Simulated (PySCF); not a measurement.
Input file for PySCF: R-MP2/6-31G* on C3H6O (SMILES C=COC), a point of a torsion scan.

```python
from pyscf import gto, scf, dft, mp
from pyscf.data.elements import chemcore

mol = gto.M(
    atom='''
    C     1.80066027    0.12857293    0.05931207
    C     0.67326627   -0.56270246    0.00568542
    O    -0.53876710   -0.15905666   -0.44603400
    C    -0.56804745    0.96393599   -1.29632393
    H     1.90035567    1.12444210   -0.33365269
    H     2.68550666   -0.31650321    0.47286761
    H     0.59171233   -1.55650532    0.42642938
    H    -1.58064231    1.01868079   -1.69227713
    H     0.14549666    0.85259300   -2.11816759
    H    -0.34416467    1.88622560   -0.74987343
    ''',
    basis='6-31g*',
    cart=True,
    charge=0, spin=0, verbose=3, max_memory=1800)
mf = scf.RHF(mol)
mf.conv_tol = 1e-8
mf.max_cycle = 100
mf.kernel()
if not mf.converged:
    mf = mf.newton().run(mf.mo_coeff, mf.mo_occ)
pt = mp.MP2(mf, frozen=chemcore(mol)).run()
```

Program output:

```
converged SCF energy = -191.914075402752
E(RMP2) = -192.473672482046  E_corr = -0.559597079293613
E(SCS-RMP2) = -192.464992502994  E_corr = -0.550917100241661
```

The calculation finished and met its thresholds.

Cost: roughly 0.7 core-seconds.
